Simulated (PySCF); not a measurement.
ClFSn, singlet, geometry from GFN2-xTB (such geometries of metal compounds can be far from the true shape) (core potentials on Sn).

The PySCF input:
```python
from pyscf import gto, scf, dft, tdscf

mol = gto.Mole()
mol.atom = '''
    Sn    0.175597    0.133943    0.498791
    F     1.018492    1.490590   -0.831343
    Cl   -1.055664   -1.183087   -1.026909
'''
mol.basis = 'def2-svp'
mol.ecp = {'Sn': 'def2-svp'}
mol.charge = 0
mol.spin = 0
mol.verbose = 4
mol.build()

mf = dft.RKS(mol)
mf.xc = 'camb3lyp'
mf.kernel()
td = mf.TDDFT()
td.nstates = 5
td.kernel()
td.analyze(verbose=3)
```

Q: What is the computed nuclear repulsion energy (CAMB3LYP/def2-SVP, TDDFT (PySCF))?

A: 158.0916 Eh

Q: Estimate the total energy that CAMB3LYP/def2-SVP, TDDFT returns for this input.

A: -774.172102 Ha

Q: Predict the lowest excitation energy found from CAMB3LYP/def2-SVP, TDDFT.

A: 4.12 eV

Q: Predict the HOMO energy from CAMB3LYP/def2-SVP, TDDFT.

A: -9.40 eV

Q: Give the number of basis functions at the level CAMB3LYP/def2-SVP, TDDFT.

A: 58

Q: Estimate the excitation energies found that CAMB3LYP/def2-SVP, TDDFT returns for this input.

A: 4.12, 4.75, 5.29, 5.64, 5.97 eV
